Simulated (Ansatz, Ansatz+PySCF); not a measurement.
| atom | x (Å) | y (Å) | z (Å) |
| --- | --- | --- | --- |
| H | 0.0000 | 0.0000 | -1.0352 |
| F | 0.0000 | 0.0000 | 0.1150 |

Basis set: 6-31G (spherical functions). Correlated methods keep 1 orbital frozen. Charge 0, multiplicity 1.

Computed with Ansatz (development build ahead of 0.2.0); each method stands on the lowest determinant of its kind that the runs found. Restricted open shells among the atoms or ions are ROHF, correlated in semicanonical orbitals with singles. Restricted functionals stand beside restricted open-shell atoms, which can lie above the unrestricted atoms usual in DFT and then raise those values.

The atomization energy at this shape (free ground-state atoms in the same class of orbitals less the molecule, no zero-point energy) of singlet HF:

```
           method  atomization energy
PBE0 (restricted)             4.38 eV
          RHF-MP2             4.06 eV
              RHF             2.42 eV
```

Q: What does RHF-CCSD(T) give?

A: 4.01 eV. Caution for RHF-CCSD(T), RHF-MP2: bonds are stretched, where a single reference can fail.

This basis has no polarisation functions and is too small for such energies, which can lie far from measured ones in either direction.
